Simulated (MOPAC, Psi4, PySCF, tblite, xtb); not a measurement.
Dimer HCl ··· Br- (SMILES Cl and [Br-]) (charge -1) at R = 3.29 Å between the centres of mass, closest contact 2.04 Å (lowest of the rigid-body minima from ten starts at GFN2-xTB). Geometry in Å and degrees:

```
Cl
H 1 1.2820
Br 2 2.0446 1 180.00
```

- GFN2-xTB (tblite)
- SAPT0/jun-cc-pVDZ, frozen core (Psi4)
- revPBE/def2-TZVPD, counterpoise-corrected (Psi4)
- revPBE-D3(BJ)/def2-TZVPD, counterpoise-corrected (Psi4)
- PBE/def2-TZVPD, counterpoise-corrected (Psi4)
- PBE-D3(BJ)/def2-TZVPD, counterpoise-corrected (Psi4)
- wB97X-V/def2-TZVPD, counterpoise-corrected (Psi4)
- HF/aug-cc-pVTZ, counterpoise-corrected (Psi4)
- MP2/aug-cc-pVTZ = DF-MP2/aug-cc-pVTZ, frozen core, counterpoise-corrected run with Psi4
- SCS-MP2/aug-cc-pVTZ = DF-SCS-MP2/aug-cc-pVTZ, frozen core, counterpoise-corrected in Psi4
- PM7, restricted, heats of formation (MOPAC)
- PM3, restricted, heats of formation (MOPAC)
- GFN1-xTB (xtb)
- RKS-B3LYP/6-31G* = PySCF 2.14.0 with restricted B3LYP/6-31G*, spherical d, no counterpoise correction
- RKS-LDA (SVWN5)/6-31G* = restricted LDA (SVWN5)/6-31G*, spherical d, no counterpoise correction (PySCF)
- RKS-BP86/6-31G* = restricted BP86/6-31G*, spherical d, no counterpoise correction (PySCF)
- RHF/LANL2DZ = restricted Hartree-Fock/LANL2DZ, with its core potentials past Ne, no counterpoise correction (PySCF)

Problem. What interaction energy does each level give?

Solution. 
```
method                    E_int / kJ/mol
------------------------  --------------
GFN1-xTB                         -347.48
RKS-LDA (SVWN5)/6-31G*           -115.04
RKS-BP86/6-31G*                   -88.55
RKS-B3LYP/6-31G*                  -81.77
PBE-D3(BJ)/def2-TZVPD             -79.35
PM3                               -78.50
GFN2-xTB                          -77.62
PBE/def2-TZVPD                    -76.03
RHF/LANL2DZ                       -75.63
revPBE-D3(BJ)/def2-TZVPD          -73.41
MP2/aug-cc-pVTZ                   -71.25
wB97X-V/def2-TZVPD                -69.13
revPBE/def2-TZVPD                 -65.47
SAPT0/jun-cc-pVDZ                 -65.18
SCS-MP2/aug-cc-pVTZ               -63.27
PM7                               -61.68
HF/aug-cc-pVTZ                    -45.30
```
